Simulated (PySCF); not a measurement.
# Levels of Ru⁴¹⁺ from EOM-EA-GCCSD

Reference: closed-shell Ru⁴²⁺, 1s2; one electron is added. Calculated with PySCF 2.14, two-component X2C-1e with screened spin-orbit coupling, an uncontracted even-tempered set (16 s from 8.9 bohr⁻², ratio 2.6; 12 p from 12 bohr⁻², ratio 2.6; 6 d from 12 bohr⁻², ratio 2.8; 3 f from 520 bohr⁻², ratio 2.8); frozen nothing; the 32 highest virtual spinors dropped; of the others 52 kept and the rest restored at second order. No Breit or QED terms. Binding energies in eV.

```
level  Koopmans
2s1/2    6315.5
2p1/2    6226.5
2p3/2    6067.4
```

How does correlation move these levels?

2s1/2: second order 6315.7, EOM-CCSD 6315.7; 2p1/2: second order 6226.8, EOM-CCSD 6226.8; 2p3/2: second order 6067.8, EOM-CCSD 6067.8.

For comparison, the ionisation energy of Ru⁴¹⁺ is 6311.7 eV (theoretical estimate listed by NIST; NIST Atomic Spectra Database, ionization energies).

Only part of the computed levels is shown.
